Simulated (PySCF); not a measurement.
Vibration and rotation of SbSe

B97-3 constants of SbSe, ²Π (doublet), unpaired electrons π ↑ (Sb cc-pVDZ-PP with ECP28, Se cc-pVDZ-PP with ECP10; scalar-relativistic core potentials (PySCF 2.14); masses 120.9038 and 79.9165 u):

- ωe: 336.1 cm⁻¹
- ωexe: 1.09 cm⁻¹
- Be: 0.063121 cm⁻¹
- αe: 0.000173 cm⁻¹
- D (centrifugal): 8.9e-09 cm⁻¹
- De to Sb + Se: 3.05 eV

Task: Give the vibrational terms G(v) and spacings up to v = 3.

Result: G(v) = ωe(v+½) − ωexe(v+½)².

| v | G(v) (cm⁻¹) | G(v) − G(v−1) | Bv (cm⁻¹) |
| --- | --- | --- | --- |
| 0 | 168 |  | 0.06303 |
| 1 | 502 | 334 | 0.06286 |
| 2 | 833 | 332 | 0.06269 |
| 3 | 1163 | 330 | 0.06252 |

Task: How well does the Morse estimate ωe²/(4ωexe) reproduce De, and what is D0?

Result: It gives 3.21 eV, 105 % of the computed De. D0 = De − G(0) = 3.05 − 0.02 = 3.03 eV.

These are scalar-relativistic numbers at best; spin–orbit coupling would shift them, the dissociation energy most. The state was picked by a PBE0 search and need not be the measured ground state.
